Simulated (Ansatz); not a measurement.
A nudged elastic band was laid between two geometries of C₂H₈FGeN (13 atoms, charge 0, multiplicity 1).

Level of theory: Ansatz 0.2.0, RKS PBE0-D4/def2-SVP.

```yaml
movable_images: 5
climbing_image: yes
spring: 5.0 eV/Å²
optimiser: quadratic models (default)
start_path: through a guess of the saddle point
force_threshold: 0.03 eV/Å
iteration_limit: 60
end_points: relaxed
```

Image 0:

```xyz
13
Properties=species:S:1:pos:R:3
N -1.891 0.186 -0.772
Ge -0.611 -1.100 -0.483
C 0.889 -0.452 0.638
C 1.095 1.031 0.449
F 1.112 1.341 -0.900
H -2.453 0.429 0.038
H -1.524 1.039 -1.187
H -1.311 -2.276 0.227
H -0.076 -1.540 -1.855
H 1.797 -1.014 0.368
H 0.675 -0.664 1.698
H 2.047 1.384 0.883
H 0.272 1.602 0.911
```

Image 6:

```xyz
13
Properties=species:S:1:pos:R:3
N -1.856 0.367 -0.497
Ge -0.585 -0.967 -0.534
C 0.835 -0.395 0.694
C 1.297 1.015 0.409
F 1.748 1.109 -0.890
H -2.509 0.320 0.280
H -2.392 0.455 -1.356
H -1.121 -2.345 -0.065
H -0.104 -1.078 -1.989
H 1.678 -1.103 0.632
H 0.441 -0.453 1.722
H 2.125 1.315 1.076
H 0.463 1.725 0.532
```

Question: What changes between the two ends?

Answer: No bond is made or broken. The height of N1 over the plane of its neighbours goes from 0.33 to -0.34 Å.

Question: Give the energies along the band, and the barrier.

Answer: It converged. The highest image is number 4 of 0 to 6, 0.034 eV above the first end and 0.026 eV above the last; the last end lies 0.008 eV above the first. A structure lower than the last end lies on the path between it and the top, so the climb from that side starts below the end, which may itself be a saddle point or a shallow side well. A vibrational analysis at the climbing image gives one clearly imaginary mode, 374i cm⁻¹: a first-order saddle point.

| image | path coordinate (Å) | energy (eV) | height of N1 over the plane of its neighbours (Å) |
| --- | --- | --- | --- |
| 0 | 0.00 | 0.000 | 0.33 |
| 1 | 0.13 | 0.002 | 0.31 |
| 2 | 0.26 | 0.008 | 0.27 |
| 3 | 0.39 | 0.023 | 0.17 |
| 4 | 0.52 | 0.034 | 0.04 |
| 5 | 1.61 | 0.003 | -0.35 |
| 6 | 2.70 | 0.008 | -0.34 |

Question: What is the geometry of the highest image?

Answer: 
```xyz
13
Properties=species:S:1:pos:R:3
N -1.815 0.257 -0.643
Ge -0.595 -1.076 -0.456
C 0.926 -0.455 0.641
C 1.134 1.027 0.443
F 1.144 1.326 -0.909
H -2.716 0.251 -0.188
H -1.601 1.115 -1.132
H -1.327 -2.233 0.252
H -0.074 -1.540 -1.831
H 1.828 -1.023 0.362
H 0.720 -0.660 1.704
H 2.089 1.380 0.869
H 0.309 1.597 0.902
```

The run took 3.9 min on 2 threads of Intel(R) Xeon(R) 6975P-C (Granite Rapids), with other jobs on the host, peak memory 0.37 GiB.
